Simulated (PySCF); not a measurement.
C4H5FSi, SMILES C#C/C=C\[SiH2]F. Heavy atoms are numbered as in [CH:1]#[C:2]/[CH:3]=[CH:4]\[SiH2:5][F:6]. Hydrogens are named by the atom that carries them.

Geometry: ωB97X-D3(BJ)/def2-SVP. The structure was generated by enumeration; whether it is a known compound was not checked. One conformer was computed; it need not be the lowest.

Method: PySCF with PBE/def2-TZVP.

Atomic charges (e), one atom of each kind:

| atom | meta-Löwdin | Mulliken |
|---|---|---|
| C1 (CH) | -0.19 | -0.11 |
| C2 | -0.03 | -0.01 |
| C3 (CH) | -0.09 | -0.20 |
| C4 (CH) | -0.35 | ___ |
| Si5 (SiH2) | 0.89 | 0.46 |
| F6 | -0.49 | -0.30 |
| H on C1 | 0.18 | ___ |
| H on C3 | 0.14 | ___ |
| H on C4 | 0.14 | ___ |
| H on Si5 | -0.10 | ___ |

Task: Some entries are withheld; supply them. (The exact figures need the calculation; the answer reports its results.)

Result: 
- C4 (CH), Mulliken: -0.20
- H on C1, Mulliken: 0.17
- H on C3, Mulliken: 0.13
- H on C4, Mulliken: 0.13
- H on Si5, Mulliken: -0.03

Computed Mayer and Wiberg (Löwdin basis) orders of the bonds:
```json
[
 {"bond": "C1–C2", "Mayer": "2.59", "Wiberg": "2.87"},
 {"bond": "C2–C3", "Mayer": "1.25", "Wiberg": "1.34"},
 {"bond": "C3–C4", "Mayer": "1.80", "Wiberg": "1.99"},
 {"bond": "C4–Si5", "Mayer": "1.00", "Wiberg": "1.11"},
 {"bond": "Si5–F6", "Mayer": "1.11", "Wiberg": "1.71"}
]
```
